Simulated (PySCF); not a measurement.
# C₆H₇NS: calculation and literature

Atoms are numbered as in `[CH3:1][S:2][c:3]1[cH:4][cH:5][n:6][cH:7][cH:8]1`. Each H is labelled by its parent atom.

[PySCF: B97-2/pcSseg-2 with gauge-including orbitals; geometry: PBE0-D3(BJ)/def2-TZVP; no solvent; fast rotation and ring inversion assumed for equivalent nuclei; no relativistic terms; a single conformation]

Reference values: estimated from measurements, as parent shift plus tabulated substituent increment (solution, not stated per compound (mostly CDCl3 or CCl4); Pretsch, Buehlmann, Badertscher, Structure Determination of Organic Compounds, 4th ed. (2009)).
```json
{"atoms": "C3", "quantity": "δ 13C", "reference": "150.5", "computed": "160.2", "computed, scaled": "148.8"}
{"atoms": "C5/C7", "quantity": "δ 13C", "reference": "149.9", "computed": "157.3", "computed, scaled": "149.8"}
{"atoms": "C4/C8", "quantity": "δ 13C", "reference": "120.4", "computed": "123.5", "computed, scaled": "117.2"}
```

Computed shifts are σ(ref) − σ with the named reference compound (TMS for H and C) calculated as an isolated molecule at the same level. The measured values may be among those fitted. Expected solution values come from regression of measured δ (H and C: mostly CDCl3, vs TMS) on computed σ: 13C: δ = 176.90 − 0.966σ -3.8 per attached S (rms 2.0 ppm, 686 shifts, 2.1 ppm with the 3 outliers that the fit left out). Occasional misses reach two or three times the rms, and more in compound classes unlike the fitted ones.

Question: How far are the unscaled 13C shifts from the references?

Answer: Mean signed difference +6.73 ppm, mean absolute 6.73 ppm over 3 comparisons; the largest is +9.7 ppm at C3 (aromatic carbon bearing sulfur).
